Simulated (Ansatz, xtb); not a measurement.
Isomers of Al2FHO2 in order of energy

5 gas-phase structures of Al2FHO2, found in a search over its isomers (lower ones may exist). Each was relaxed with GFN2-xTB; where two conformers were screened, the lower at r2SCAN-D4/def2-SVP is listed:

A. a singlet given by its coordinates
B. `[OH][Al]1[O][Al]1[F]`, a singlet
C. `[F][Al@-]12[O][Al]1[OH+]2`, a singlet
D. `[OH][Al]([F])[O][Al]`, a singlet
E. a singlet given by its coordinates

A (Å):

```json
{"atom": "Al", "x (Å)": "-1.0218", "y (Å)": "0.5577", "z (Å)": "0.2696"}
{"atom": "Al", "x (Å)": "1.1234", "y (Å)": "0.5782", "z (Å)": "1.4553"}
{"atom": "F", "x (Å)": "-2.4442", "y (Å)": "0.5535", "z (Å)": "-0.5256"}
{"atom": "O", "x (Å)": "-0.3856", "y (Å)": "1.4563", "z (Å)": "1.6299"}
{"atom": "O", "x (Å)": "0.4807", "y (Å)": "-0.3225", "z (Å)": "0.0932"}
{"atom": "H", "x (Å)": "2.4182", "y (Å)": "0.5867", "z (Å)": "2.1771"}
```

Close contacts (Å): Al1–Al2 2.45, Al1–F3 1.63, Al1–O4 1.75, Al1–O5 1.75, Al2–O4 1.75, Al2–O5 1.75, Al2–H6 1.48.

E (Å):

```yaml
atoms:
  - { symbol: Al, position_ang: [0.1358, 0.6974, 1.7836] }
  - { symbol: Al, position_ang: [0.1509, 0.3527, -0.7816] }
  - { symbol: F, position_ang: [-0.3194, 0.0526, -2.3382] }
  - { symbol: O, position_ang: [0.2795, 1.5943, 0.3552] }
  - { symbol: O, position_ang: [0.4775, -0.9116, 0.4132] }
  - { symbol: H, position_ang: [0.6166, -1.8623, 0.4118] }
```

Close contacts (Å): Al1–Al2 2.59, Al1–O4 1.69, Al1–O5 2.14, Al2–F3 1.65, Al2–O4 1.69, Al2–O5 1.77, O5–H6 0.96.

Task: Which do you expect lowest at r2SCAN-D4/def2-SVP, and how would the others follow?

Result: Calculated order at r2SCAN-D4/def2-SVP: A (0.0), D (5.9), E (18.1), C (18.8), B (38.6) kcal/mol. Less than 1 kcal/mol parts E and C, so the order within that pair means little.

Energies above the lowest of each column, in kcal/mol; the last columns are at B3LYP/6-31G* geometries and were run for some of them only (a dash: not run or not comparable):

```
structure  GFN2-xTB  HF/STO-3G  r2SCAN-D4/def2-SVP  B3LYP/6-31G*  CCSD(T)/def2-SVP + ΔMP2/def2-TZVPP
        A       0.0        0.0                 0.0           0.0                                 0.0
        D       6.6       37.0                 5.9           3.3                                 1.1
        E      15.8       37.4                18.1  relaxes to D                                   –
        C      15.8       38.9                18.8  relaxes to D                                   –
        B       5.5      139.2                38.6             –                                   –
```

Every level run on A puts it lowest or level with the lowest. Flexible structures stand in one conformer each, not always the lowest. Frequencies (B3LYP/6-31G*) were run for A, D alone. The ΔMP2 step shifts differences by up to 3.2 kcal/mol, which makes them less sure. ΔMP2 is the change of the MP2 energy from the smaller to the larger basis.

Over these structures GFN2-xTB departs from r2SCAN-D4/def2-SVP by 10.2 kcal/mol on average once a common shift is removed. A GFN2-xTB relaxation took about 0.13 s and the r2SCAN-D4/def2-SVP energy about 1.2 s on a shared host (Ansatz 0.2.0, xtb 6.7.1 (Pople sets with spherical d functions)).
